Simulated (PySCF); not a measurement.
Vertical excitations of a molecule C₃H₃Cl₂F from TDA-PBE/def2-SVPD in PySCF, as energy in eV (oscillator strength): 5.15 (0.000), 5.86 (0.004), 6.17 (0.005), 6.41 (0.000), 6.47 (0.397), 6.82 (0.010), 7.04 (0.000), 7.16 (0.012), 7.21 (0.001), 7.39 (0.008). Lowest triplet (TDA): 3.95 eV. Coordinates come from a TPSSh-D3(BJ)/def2-SVP optimisation. The values are those of a single conformer.

Question: Which structure fits?
A. F[C@@H]1CC1(Cl)Cl
B. C/C(Cl)=C(\F)Cl
C. CC(F)=C(Cl)Cl

Answer: B, C/C(Cl)=C(\F)Cl
